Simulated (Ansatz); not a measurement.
`CB(Cl)/N=C\Cl`, relaxed with RKS PBE-D4/def2-SVP in Ansatz from a rough embedded geometry. The force threshold is 0.03 eV/Å; the program also tests the step.

Total charge 0; spin multiplicity 1.

Start:

```xyz
10

C    -1.274    1.356   -0.060
B    -0.235    0.185    0.379
Cl   -0.093   -0.207    2.162
N     0.598   -0.542   -0.578
C     1.426   -1.477   -0.358
Cl    2.354   -2.265   -1.644
H    -1.995    0.862   -0.755
H    -0.691    2.097   -0.588
H    -1.732    1.759    0.779
H     1.642   -1.768    0.662
```

How much energy does the relaxation release, and in how many steps? (Best estimate.)

The calculation gave: 17.75 kcal/mol, in 26 steps, 3 of them rejected.

Which bonds change most? (An estimate is asked.)

The calculation gave: C1–H9 from 1.037 to 1.111 Å; B2–N4 from 1.462 to 1.392 Å; C1–B2 from 1.625 to 1.573 Å; B2–Cl3 from 1.831 to 1.790 Å.

Give the relaxed structure. (Best estimate.)

Ansatz gave: 
```xyz
10

C    -1.098    1.256   -0.091
B    -0.511   -0.054    0.552
Cl   -1.443   -0.952    1.789
N     0.755   -0.545    0.243
C     1.722   -1.140   -0.256
Cl    1.602   -2.293   -1.600
H    -2.099    1.048   -0.523
H    -0.451    1.687   -0.880
H    -1.254    2.025    0.695
H     2.776   -1.032    0.071
```
